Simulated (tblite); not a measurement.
Species: C3H5Cl2NSi.
Numbering: `[N:1]#[C:2][CH2:3][Si@@H:4]([Cl:5])[CH2:6][Cl:7]` (hydrogens: H8, H9 on C3; H10 on Si4; H11, H12 on C6)

Computed with GFN2-xTB (tblite), gas phase: L-BFGS steps from a force-field or distance-geometry start until the largest atomic force falls under 0.01 eV/Å.

The end geometry, which sets the zero of energy:
```
atom  x, y, z in Å
N1      1.9822    2.0796   -0.6136
C2      1.7287    1.0210   -0.2635
C3      1.3816   -0.3006    0.1620
Si4    -0.3471   -0.8014   -0.5012
Cl5    -0.7809   -2.6377    0.1844
C6     -1.6020    0.4754    0.1769
Cl7    -1.4783    0.5365    1.9633
H8      1.3838   -0.3201    1.2546
H9      2.1485   -0.9929   -0.1897
H10    -0.3815   -0.7648   -1.9618
H11    -1.3997    1.4814   -0.1829
H12    -2.6341    0.2230   -0.0548
```

Question: These geometries come from the run, each turned onto the end geometry. Order them by energy, lowest first.
A.
```
atom  x, y, z in Å
N1      2.0428    2.0793   -0.5805
C2      1.7770    1.0202   -0.2412
C3      1.3999   -0.3018    0.1568
Si4    -0.3453   -0.7797   -0.4740
Cl5    -0.7858   -2.6225    0.1881
C6     -1.6346    0.4728    0.1774
Cl7    -1.5282    0.6077    1.9639
H8      1.4604   -0.3559    1.2459
H9      2.1266   -1.0012   -0.2593
H10    -0.3721   -0.7489   -1.9352
H11    -1.4895    1.4751   -0.2187
H12    -2.6499    0.1542   -0.0493
```
B.
```
atom  x, y, z in Å
N1      2.0588    2.1172   -0.5896
C2      1.7610    1.0508   -0.2650
C3      1.3898   -0.3094    0.1572
Si4    -0.3373   -0.7063   -0.4322
Cl5    -0.7937   -2.6326    0.1746
C6     -1.6214    0.4614    0.1842
Cl7    -1.5232    0.6050    1.9540
H8      1.4510   -0.3869    1.2482
H9      2.0964   -1.0323   -0.2595
H10    -0.3700   -0.7613   -1.9055
H11    -1.4781    1.4631   -0.2279
H12    -2.6321    0.1308   -0.0648
```
C.
```
atom  x, y, z in Å
N1      2.0525    2.0974   -0.5839
C2      1.7653    1.0523   -0.2635
C3      1.4027   -0.2930    0.1575
Si4    -0.3373   -0.7364   -0.4462
Cl5    -0.7915   -2.6234    0.1730
C6     -1.6352    0.4754    0.1853
Cl7    -1.5234    0.6054    1.9579
H8      1.4521   -0.3843    1.2469
H9      2.0969   -1.0294   -0.2597
H10    -0.3704   -0.7594   -1.9037
H11    -1.4795    1.4624   -0.2264
H12    -2.6311    0.1323   -0.0635
```
D.
```
atom  x, y, z in Å
N1      2.0270    2.0821   -0.5803
C2      1.7580    1.0215   -0.2476
C3      1.3932   -0.3037    0.1531
Si4    -0.3462   -0.7875   -0.4974
Cl5    -0.7667   -2.6190    0.2118
C6     -1.6246    0.4717    0.1718
Cl7    -1.4872    0.5733    1.9568
H8      1.4026   -0.3499    1.2455
H9      2.1447   -1.0007   -0.2250
H10    -0.3894   -0.7488   -1.9588
H11    -1.4582    1.4754   -0.2122
H12    -2.6520    0.1848   -0.0438
```
E.
```
atom  x, y, z in Å
N1      2.0507    2.0968   -0.5845
C2      1.7679    1.0367   -0.2550
C3      1.4090   -0.2875    0.1577
Si4    -0.3395   -0.7619   -0.4553
Cl5    -0.7890   -2.6154    0.1730
C6     -1.6382    0.4786    0.1856
Cl7    -1.5244    0.6062    1.9626
H8      1.4543   -0.3784    1.2449
H9      2.0996   -1.0223   -0.2597
H10    -0.3707   -0.7569   -1.9077
H11    -1.4816    1.4688   -0.2262
H12    -2.6368    0.1347   -0.0619
```

Answer: D (0.002 eV), A (0.009 eV), E (0.030 eV), C (0.076 eV), B (0.170 eV).

In the order of the answer:

| step | E above end (eV) | largest force (eV/Å) | rms force component (eV/Å) | rms distance from end (Å) | rms bond change (Å) | bond most changed (Å) |
| --- | --- | --- | --- | --- | --- | --- |
| 22 | 0.002 | 0.04 | 0.015 | 0.038 | 0.001 | C6–Cl7 +0.001 |
| 7 | 0.009 | 0.14 | 0.038 | 0.062 | 0.001 | C6–Cl7 +0.003 |
| 3 | 0.030 | 0.30 | 0.115 | 0.069 | 0.005 | Si4–H10 -0.009 |
| 1 | 0.076 | 2.56 | 0.553 | 0.072 | 0.017 | Si4–C6 -0.030 |
| 0 | 0.170 | 2.32 | 0.590 | 0.076 | 0.036 | Si4–C6 -0.073 |

What follows is the cost of the whole relaxation. The run took 0.62 s of wall time on one thread of an Arm Neoverse N1, shared host.
